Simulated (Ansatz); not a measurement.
The cluster Na₃Pb⁻. Charge -1, multiplicity 3. Geometry PBE-D4/def2-TZVP, that of the neutral doublet; atoms count from 1.

```xyz
4

Na   -0.274   -2.068    1.659
Na   -0.243    1.152   -2.393
Na    1.819    0.391    0.327
Pb   -1.302    0.525    0.407
```

In the def2 sets Pb takes a core potential; there is no spin–orbit coupling. The highest occupied level of the charge -1 triplet lies above zero (up to 0.22 eV). By energy differences its removal costs 0.62 eV (vertical, to the charge 0 doublet, at PBE0-D4/def2-TZVPD); a positive level beside a positive removal energy at the same level points to self-interaction error. The structure comes from a short search, and lower isomers may exist.

(1) Estimate the Mulliken populations from the PBE0/def2-TZVPD orbitals of Ansatz.

(2) Where does the spin sit?

(3) And the Mayer bond orders between bonded heavy atoms (over 0.3)?

## Answers

(1) 
```tsv
atom	charge (e)	spin (α − β)
Na1	-0.25	0.24
Na2	-0.25	0.24
Na3	-0.12	-0.06
Pb4	-0.38	1.58
```
Mulliken values and Mayer orders depend strongly on the basis. With diffuse functions, as here, like atoms can get unlike values, and bond orders can come out too low or too high.

(2) Summed by element: Na 0.42, Pb 1.58, of 2 unpaired in all. Largest on single atoms: Pb4 1.58, Na1 0.24, Na2 0.24.

(3) Na1–Na3 0.44 (3.49 Å); Na1–Pb4 0.77 (3.06 Å); Na2–Na3 0.44 (3.50 Å); Na2–Pb4 0.77 (3.06 Å); Na3–Pb4 0.56 (3.12 Å).
